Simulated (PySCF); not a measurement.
## trimethylarsine: calculation against experiment

**Measured values to compare with.**

From NIST CCCBDB Release 22 (SRD 101), experimental dipoles, for the gas: dipole moment (microwave Stark effect) 0.86 D.

The results are set against them at the end.

Trimethylarsine, C₃H₉As.
SMILES with atom numbers: `[CH3:1][As:2]([CH3:3])[CH3:4]` (hydrogens: H5, H6, H7 on C1; H8, H9, H10 on C3; H11, H12, H13 on C4)

Structure used (PBE0-D3(BJ)/def2-SVP), in Å, numbered top down from 1:
```xyz
13
C3H9As angstrom
C     -0.208    1.649    0.441
As    -0.141   -0.206    1.090
C      1.543   -0.707    0.209
C     -1.354   -0.973   -0.254
H     -0.040    1.704   -0.646
H      0.562    2.243    0.955
H     -1.190    2.084    0.677
H      1.542   -0.427   -0.856
H      1.692   -1.794    0.295
H      2.383   -0.206    0.712
H     -1.077   -0.663   -1.274
H     -1.322   -2.071   -0.191
H     -2.384   -0.648   -0.045
```

The PySCF runs (gas phase, on this PBE0-D3(BJ)/def2-SVP geometry; no spin–orbit coupling):

```csv
level,job,basis functions,wall time
"PBE0-D3(BJ)/def2-SVP, grid level 1",geometry optimisation from a GFN2-xTB start shaken at random,119,73 s
```

Hardware: Arm Neoverse N1, one thread (shared host).

**Comparison with experiment**

**Dipole moment.** Measured: 0.86 D (NIST CCCBDB Release 22 (SRD 101), experimental dipoles).

```json
{"level": "PBE0-D3(BJ)/def2-SVP", "computed (D)": "1.03", "computed − measured (D)": "+0.17", "% (from the printed values)": "+20"}
```

The computed dipoles belong to one fixed geometry; measured ones are averaged over vibrations unless marked μe. Magnitudes are compared, not signs.

No measured geometry was used, and the causes of the misses weren't examined.
